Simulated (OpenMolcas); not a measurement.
## Ionisation energies of aluminium

- Program: OpenMolcas
- Basis: ANO-L-VTZP [5s4p2d1f]
- Scalar Hamiltonian: non-relativistic, point nucleus
- Spin-orbit coupling: state interaction with AMFI integrals over the reference wave functions, term energies averaged over their components

Active shells in each charge state: the valence s, p shells, with orbitals averaged over the low states. Where CASPT2's correlated closed shells are named, they are those of the first ion.

A. CASSCF
B. SS-CASPT2, IPEA 0.25 Eh, imaginary shift 0.1 Eh (closed shells correlated: 2s 2p)
C. SS-CASPT2, IPEA 0.25 Eh, imaginary shift 0.1 Eh (closed shells correlated: none)
D. SS-CASPT2, IPEA 0 Eh, imaginary shift 0.1 Eh (closed shells correlated: 2s 2p)

Energies in eV between the lowest computed levels (charge -1 gives the electron affinity), named as in B; reference values from the NIST Atomic Spectra Database with their kind.

| From | To | A | B | C | D | Spin-orbit share in B | Reference |
| --- | --- | --- | --- | --- | --- | --- | --- |
| Al- 3s2 3p2 3P0 | Al 3s2 3p 2P* 1/2 | -0.309 | 0.184 | 0.182 | 0.321 | -0.003 |  |
| Al 3s2 3p 2P* 1/2 | Al+ 3s2 1S0 | 4.982 | 5.636 | 5.634 | 5.789 | +0.008 | 5.986 (measured) |
| Al+ 3s2 1S0 | Al2+ 3s 2S 1/2 | 18.545 | 18.610 | 18.593 | 18.612 | +0.000 | 18.829 (measured) |
| Al2+ 3s 2S 1/2 | Al3+ 2p6 1S0 | 28.042 | 28.076 | 28.042 | 28.078 | +0.000 | 28.448 (measured) |

Error against the reference values, in %:

```csv
From,Reference,A,B,C,D
Al,measured,-16.8,-5.8,-5.9,-3.3
Al+,measured,-1.5,-1.2,-1.3,-1.2
Al2+,measured,-1.4,-1.3,-1.4,-1.3
```

Mean absolute error over the 3 measured values: A 0.56 eV, B 0.31 eV, C 0.33 eV, D 0.26 eV. D lies closest.

No diffuse functions were added, so the electron affinity comes out too small, and without dynamic correlation a bound anion can come out unbound.

* marks odd parity.
